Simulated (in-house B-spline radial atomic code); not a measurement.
Binding energies in the tantalum ion Ta⁶⁺

NIST's tabulated ground configuration is [Xe] 4f13; each binding energy is the energy of the ion with one electron taken from that subshell, relaxed, less that of the parent. Computed with a radial B-spline atomic code at the basis-set limit: Dirac-Hartree-Fock, average of configuration, Fermi nucleus of rms radius 5.3507 fm. Energies include first-order Breit, QED and recoil terms.

```
subshell  X-ray name  binding energy (eV)  -ε (eV)  relaxation (eV)
      1s           K              67507.8  67925.7             84.1
      2s          L1              11786.8  11876.6             48.9
   2p3/2          L3               9979.5  10055.9             50.4
      3s          M1               2814.2   2848.7             26.3
   3p1/2          M2               2571.4   2606.2             27.3
   3p3/2          M3               2297.6   2327.9             25.7
   3d3/2          M4               1892.7   1924.0             28.4
   3d5/2          M5               1834.3   1864.0             27.8
      4s          N1                669.6    680.7              9.3
   4p1/2          N2                568.8    579.5              9.2
   4p3/2          N3                505.5    514.4              8.1
   4d3/2          N4                339.3    347.4              7.8
   4d5/2          N5                327.7    335.2              7.5
      5s          O1                163.8    165.1              1.0
   5p1/2          O2                129.5    130.6              0.9
      4f        N6,7                119.2    125.2              6.3
   5p3/2          O3                119.1    120.0              0.7
```

Relaxation = -ε minus the binding energy without Breit, QED and recoil terms.

Emission lines follow as differences of binding energies, with λ = 12398.42 eV·Å / E:

```csv
line,holes,energy (eV),wavelength (Å)
K-L3,1s → 2p3/2,57528.3,0.21552
K-M3,1s → 3p3/2,65210.2,0.19013
L3-M5,2p3/2 → 3d5/2,8145.2,1.5222
L1-M3,2s → 3p3/2,9489.2,1.3066
L3-M1,2p3/2 → 3s,7165.3,1.7303
```

Question: What screening constant σ does Moseley's law, E = (3/4)·13.6057 eV·(Z - σ)², need for K-L3?

Answer: σ = -2.08.

Moseley's non-relativistic formula needs a falling, then negative, screening constant for heavy elements, because relativity binds the 1s electron more strongly than the formula allows.

Question: What does it cost to remove both a 3d5/2 and a 3d3/2 electron?

Answer: 3802.5 eV, which is 75.47 eV more than the two single binding energies together.

Question: What does it cost to remove both a 5s and a 5p3/2 electron?

Answer: 300.21 eV, which is 17.3 eV more than the two single binding energies together.

Question: What does it cost to remove both a 4p3/2 and a 5s electron?

Answer: 692.15 eV, which is 22.9 eV more than the two single binding energies together.
